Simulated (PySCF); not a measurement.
Structure with atom numbers: `[CH3:1][c:2]1[n:3][cH:4][o:5][c:6]1[N:7]([SiH3:8])[SiH3:9]`. Hydrogens are named by the atom that carries them.

Level of theory: shielding tensors at PBE0/pcSseg-1 (GIAO), GFN2-xTB structure, in PySCF (single conformer, gas phase, non-relativistic, one averaged value for each set of equivalent atoms).

Q: Predict the 2D correlation tables (HSQC, COSY, HMBC).

A: 

HSQC (one-bond C–H):
```tsv
δH	δC
7.17 (H(C4))	144.2 (C4)
2.67 (H(C1))	15.2 (C1)
```

HMBC (two and three bonds, from the bond graph):
```tsv
δH	δC
7.17 (H(C4))	156.3 (C6), 117.0 (C2)
4.98 (H(Si8)/H(Si9))	156.3 (C6)
2.67 (H(C1))	156.3 (C6), 117.0 (C2)
```

No COSY cross peaks are expected.

δ = σ(ref) − σ, references computed at the same level: ¹H, ¹³C against TMS.

Short H···H contacts in this conformer between protons four or more bonds apart (candidates for NOE cross peaks, intensity ∝ r⁻⁶): H(C1)···H(Si8) 2.56 Å.

Shifts are as computed. Against solution values, carbons near 30 ppm lie about +3 ppm off and those near 130 ppm about +5 ppm. Of 1309 compounds with measured shifts, 239 miss one by over three times the rms of a fit or turn the order of signals round; such compounds aren't used in these exercises.
